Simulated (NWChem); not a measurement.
Species: C4H4O2; SMILES C#CCC(=O)O

```xyz
10

C      0.3488    -2.5370     0.4795
C      0.0068    -1.5161    -0.0974
C     -0.4175    -0.3181    -0.8081
C      0.0315     1.0367    -0.2541
O     -0.2698     2.0940    -0.7686
O      0.7909     0.9301     0.8562
H      0.6584    -3.4326     0.9993
H     -0.0730    -0.3425    -1.8652
H     -1.5266    -0.2673    -0.8711
H      1.0125     1.8529     1.1111
```
Atoms are numbered in this order, from 1.

Program: NWChem. Structure relaxed at the PBE-D3(BJ)/def2-SVP level. Level: B3LYP/def2-SVP with SMD (1 M gas to 1 M solution), gas-phase geometry.

Q: Among these, which solvent gives the highest value of “solvation free energy (kcal/mol)”?
A. ethylene glycol
B. acetonitrile
C. water
D. chloroform

A: A, ethylene glycol. Values: acetonitrile -8.1; chloroform -7.1; water -7.1; ethylene glycol -4.8
